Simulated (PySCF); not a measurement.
Nb(O)(OH)(NH2)2 (H₅N₂NbO₂), SMILES [O]=[Nb]([NH2])([NH2])[OH], multiplicity 1. Geometry: PBE-D3(BJ)/def2-SVP. The spin state was assumed, not searched. The structure was generated by enumeration; whether it is a known compound was not checked. The def2 effective core potentials stand for the cores of Nb; spin–orbit coupling is left out. Other conformers were not sampled.

Level of theory: PBE-D3(BJ)/def2-SVP (PySCF).

Harmonic wavenumbers (cm⁻¹): 163, 173, 179, 184, 188, 284, 320, 367, 420, 470, 483, 528, 548, 660, 667, 698, 987, 1455, 1458, 3462, 3464, 3559, 3559, 3781. Rotational constants (GHz): 3.149, 3.064, 2.745; symmetry number 1.

Question: Work out the zero-point energy and the ideal-gas rigid-rotor harmonic-oscillator thermochemistry at 298.15 K and 1 atm.

Answer: ZPE = ½ Σ hcν = ½ × 28057 cm⁻¹ = 167.82 kJ/mol. H − E(el) = 192.85 kJ/mol. Entropy in J/(mol K): translation 171.88, rotation 112.54, vibration 85.01, total 369.43. G − E(el) = 82.70 kJ/mol. Cp = 132.80 J/(mol K).
